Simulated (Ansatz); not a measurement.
Consider the ligand exchange at the Si–C bond: `N=C([SiH3])[SiH2]N` + CH₃OH → `CO[SiH2]N` + `N=C[SiH3]`.

Calculated with Ansatz (gas phase, PBE0-D4/def2-TZVP geometries, no zero-point term in ΔE). CCSD(T)/CBS is the MP2 limit (def2-TZVPP, def2-QZVPP) plus CCSD(T) − MP2 in def2-TZVPP, frozen cores. This one scheme is used for every species. Functionals use def2-TZVPP. B3LYP here is the variant with VWN-RPA as its local correlation; programs differ in this. One conformer a species, not always the lowest.

`N=C([SiH3])[SiH2]N`:

Cartesian coordinates in Å:
```
N 1.068 0.583 1.152
C 0.022 0.347 0.453
Si -1.660 1.140 0.842
Si 0.251 -0.852 -1.009
N 1.829 -1.485 -1.213
H 0.879 1.234 1.921
H -2.675 0.095 1.138
H -2.142 1.941 -0.315
H -1.476 2.020 2.029
H -0.699 -1.976 -0.792
H -0.135 -0.104 -2.236
H 2.559 -0.838 -1.473
H 2.176 -2.107 -0.499
```

CH₃OH:

Z-matrix (Å, degrees):
```
C
O 1 1.409
H 1 1.097 2 112.4
H 1 1.090 2 107.0 3 -118.5
H 1 1.097 2 112.4 3 123.0
H 2 0.959 1 108.5 3 -61.6
```

`CO[SiH2]N`:

Cartesian coordinates in Å:
```
C 0.766 -0.414 -1.495
O -0.047 -1.037 -0.531
Si -0.255 -0.428 0.983
N -0.985 1.110 1.089
H 0.362 0.561 -1.791
H 1.790 -0.269 -1.129
H 0.805 -1.054 -2.379
H 1.075 -0.270 1.631
H -1.115 -1.438 1.636
H -0.447 1.958 1.131
H -1.948 1.281 0.856
```

`N=C[SiH3]`:

Cartesian coordinates in Å:
```
N 0.270 0.248 1.673
C 0.568 0.324 0.441
Si -0.616 -0.375 -0.854
H 0.996 0.662 2.261
H 1.506 0.788 0.096
H 0.093 -1.416 -1.646
H -1.010 0.716 -1.786
H -1.807 -0.947 -0.186
```

| level | ΔE (kcal/mol) |
| --- | --- |
| r2SCAN-D4 | -26.6 |
| B3LYP-D4 | -27.0 |
| ωB97X-V | -27.4 |
| r2SCAN | -26.9 |
| B3LYP | -28.4 |
| SCS-MP2/def2-TZVPP | -28.5 |
| HF/def2-QZVPP | -32.6 |
| SCS-MP2/def2-QZVPP | -28.5 |

**Question.** What does CCSD(T)/CBS give? (An estimate is asked.)

**Answer.** The calculation gave: -27.1 kcal/mol. The listed levels differ from it by 0.5, 0.1, -0.3, 0.2, -1.3, -1.4, -5.5, -1.4 kcal/mol.

Largest T1 diagnostic among the species: 0.013.

From PBE to PBE0 (25 % exact exchange), in def2-TZVPP and without D4, ΔE moves by −1.4 kcal/mol. The D4 term adds +1.4 kcal/mol with B3LYP and +0.8 kcal/mol with PBE0; it sums over pairs of atoms, weighted by their polarisabilities, and B3LYP, whose exchange is more repulsive, gets the larger term. In def2-TZVPP, CCSD(T) changes the Hartree–Fock value by +5.2 kcal/mol (the triples alone add +1.0 kcal/mol) and MP2 by +4.7 kcal/mol.
